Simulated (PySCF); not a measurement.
Electron correlation in Br (bromine, neutral)

[Ar] 3d10 4s2 4p5, 2P determinant. All numbers are calculated (PySCF 2.14, scalar relativity by spin-free X2C-1e, in x2c-TZVPall (6s5p4d1f, 48 functions)). Frozen: [Ar] 3d10; 7 electrons correlated.

MP2 pair energies summed by pair of shells (mhartree):

| pair | energy | share (%) |
| --- | --- | --- |
| 4p-4p | -81.44 | 60.7 |
| 4s-4p | -44.56 | 33.2 |
| 4s-4s | -8.06 | 6.0 |

Total MP2 correlation energy: -134.06 mhartree.

Same-spin part -30.50 and opposite-spin part -103.57 mhartree; SCS-MP2 scales them by 1/3 and 6/5 to -134.45 mhartree.

```json
{"level": "CCSD", "correlation energy (mhartree)": "-153.22"}
{"level": "(T)", "correlation energy (mhartree)": "-4.49"}
{"level": "CCSD(T)", "correlation energy (mhartree)": "-157.71"}
```

Diagnostics: T1 = 0.0062, D1 = 0.0204, largest double amplitude 0.045.

Cost of the coupled-cluster step: 0.62 s of wall time on 1 thread of Neoverse-V2 (shared host), for 7 correlated electrons.

Iterations:

```
CC2 = 0
CCSD nocc = (np.int64(4), np.int64(3)), nmo = (34, 34)
frozen orbitals [[0, 1, 2, 3, 4, 5, 6, 7, 8, 9, 10, 11, 12, 13], [0, 1, 2, 3, 4, 5, 6, 7, 8, 9, 10, 11, 12, 13]]
max_cycle = 100
direct = 0
conv_tol = 1e-08
conv_tol_normt = 1e-06
diis_space = 8
diis_start_cycle = 0
Init t2, MP2 energy = -0.134063873395583
Init E_corr(UCCSD) = -0.134063873403222
cycle = 1  E_corr(UCCSD) = -0.149071446515769  dE = -0.0150075731  norm(t1,t2) = 0.0363759
cycle = 2  E_corr(UCCSD) = -0.152068573409555  dE = -0.00299712689  norm(t1,t2) = 0.0109747
cycle = 3  E_corr(UCCSD) = -0.153269552265392  dE = -0.00120097886  norm(t1,t2) = 0.00421472
cycle = 4  E_corr(UCCSD) = -0.153220494814605  dE = 4.90574508e-05  norm(t1,t2) = 0.000559822
cycle = 5  E_corr(UCCSD) = -0.153220618580867  dE = -1.23766262e-07  norm(t1,t2) = 0.000103911
cycle = 6  E_corr(UCCSD) = -0.153221323086204  dE = -7.04505337e-07  norm(t1,t2) = 2.5321e-05
cycle = 7  E_corr(UCCSD) = -0.153221201873702  dE = 1.21212502e-07  norm(t1,t2) = 6.39894e-06
cycle = 8  E_corr(UCCSD) = -0.153221201390377  dE = 4.83325713e-10  norm(t1,t2) = 1.63472e-06
cycle = 9  E_corr(UCCSD) = -0.153221195935898  dE = 5.4544784e-09  norm(t1,t2) = 2.89995e-07
UCCSD converged
E(UCCSD) = -2604.568097214883  E_corr = -0.1532211959358983
UCCSD(T) correction = -0.00448857415555447
```
